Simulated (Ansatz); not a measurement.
Cost and result for the atomization energy of AlH$_{5}$SSi$_{2}$, SMILES `[SiH3][SiH]1[AlH][S]1` (9 atoms, 9 bonds).

```csv
atom,x (Å),y (Å),z (Å)
Si1,0.8857,1.4880,0.2525
Si2,-0.2867,-0.2542,-0.7591
Al3,-0.7144,-2.3195,0.2172
S4,-2.1646,-0.7133,0.3252
H5,0.1202,2.7631,0.1945
H6,1.1287,1.1365,1.6770
H7,2.1964,1.6871,-0.4253
H8,-0.5417,0.0185,-2.2023
H9,-0.6236,-3.8062,0.7202
```

Total charge 0; spin multiplicity 1. Geometry: relaxed with PBE0-D4/def2-TZVP. Program: Ansatz. All runs use 2 threads of an Arm Neoverse V1 on a shared host. Times are those of one run each, without the atoms' runs, and a repeat can differ threefold. Electronic energies, without spin–orbit coupling; frozen cores. CCSD(T)/CBS adds CCSD(T) − MP2 in def2-TZVPP to the MP2 limit, and its time is that of the two runs behind it. T1 = 0.015. HSE06 is the plane-wave form, built on full-range PBE exchange.

CCSD(T)/CBS is a level of theory with its own doubt, some kJ/mol a heavy atom from the limit and from the frozen cores, so smaller differences don't rank the functionals.

```
                          level  functions  wall time  atomization (kcal/mol)  difference from CCSD(T)/CBS  per bond
               CCSD(T)/def2-SVP         97      3.2 s                   560.2                        -51.1      -5.7
             BLYP-D4/def2-TZVPP        238      3.7 s                   597.2                        -14.1      -1.6
PBE-D4/def2-TZVPP (with forces)        238      4.5 s                   607.8                         -3.5      -0.4
            HSE06-D4/def2-TZVPP        238      6.5 s                   605.9                         -5.4      -0.6
        CAM-B3LYP-D4/def2-TZVPP        238        7 s                   604.3                         -7.0      -0.8
              B2PLYP/def2-TZVPP        238      9.5 s                   596.0                        -15.3      -1.7
            PBE-QIDH/def2-TZVPP        238      9.5 s                   604.1                         -7.2      -0.8
          r2SCANh-D4/def2-TZVPP        238       10 s                   612.6                          1.3       0.1
             ωB97X-V/def2-TZVPP        238       16 s                   617.7                          6.4       0.7
              B97M-V/def2-TZVPP        238       17 s                   624.7                         13.4       1.5
                 MP2/def2-QZVPP        430       29 s                   603.4                         -7.9      -0.9
             CCSD(T)/def2-TZVPP        238       98 s                   591.5                        -19.8      -2.2
              CCSD(T)/CBS(def2)          –    2.1 min                   611.3                          0.0       0.0
```

From r2SCAN to r2SCAN0 (25 % exact exchange), in def2-TZVPP and without D4, the atomization energy moves by −6.8 kcal/mol: exact exchange takes away binding that semilocal exchange gives to molecules. The D4 term adds +9.9 kcal/mol with B3LYP and +5.2 kcal/mol with PBE0; it sums over pairs of atoms, weighted by their polarisabilities, and B3LYP, whose exchange is more repulsive, gets the larger term. At CCSD(T), def2-SVP lies −51.2 kcal/mol from the extrapolated value and def2-TZVPP −19.8 kcal/mol: correlation converges slowly with the basis, and small sets miss more of it in the bonded molecule than in its fragments.

B3LYP here is the variant with VWN-RPA as its local correlation; programs differ in this.
